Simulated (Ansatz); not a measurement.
The same path of C3H6BN (11 atoms, charge 0, multiplicity 1) was run twice with different band settings. The coordinate that changes most is the dihedral H7–B1–C2–H9.

Theory: RKS B3LYP-D4/6-31G* in Ansatz.

Relaxed end points:

```xyz
11
Properties=species:S:1:pos:R:3
B -1.585 0.703 1.233
C -0.302 -0.174 1.063
N 0.763 0.422 0.253
C 1.079 -0.006 -0.849
C 1.478 -0.403 -2.038
H -2.489 0.247 1.872
H -1.679 1.798 0.766
H -0.584 -1.183 0.715
H 0.090 -0.325 2.083
H 1.010 -0.014 -2.936
H 2.283 -1.122 -2.141
```

```xyz
11
Properties=species:S:1:pos:R:3
B -1.588 0.703 1.241
C -0.310 -0.179 1.053
N 0.757 0.423 0.251
C 1.082 -0.001 -0.850
C 1.486 -0.398 -2.037
H -1.670 1.809 0.802
H -2.496 0.238 1.866
H -0.594 -1.184 0.694
H 0.082 -0.343 2.072
H 1.024 -0.010 -2.938
H 2.294 -1.115 -2.135
```

Common settings: spring 5.0 eV/Å²; optimiser quadratic models (default); start path IDPP; force threshold 0.05 eV/Å; end points relaxed.

| run | movable images | climbing image | iteration limit |
| --- | --- | --- | --- |
| 1 | 9 | yes | 59 |
| 2 | 8 | no | 60 |

(1) What does each run give, and how far can it be trusted?

## Answers

(1) Run 1: converged after 21 iterations, highest image 0.143 eV above the first end. A vibrational analysis at the climbing image gives one clearly imaginary mode, 190i cm⁻¹: a first-order saddle point.
Run 2: converged after 15 iterations, highest image 0.144 eV above the first end. No image climbed, so the highest image needn't sit at the top of the path.
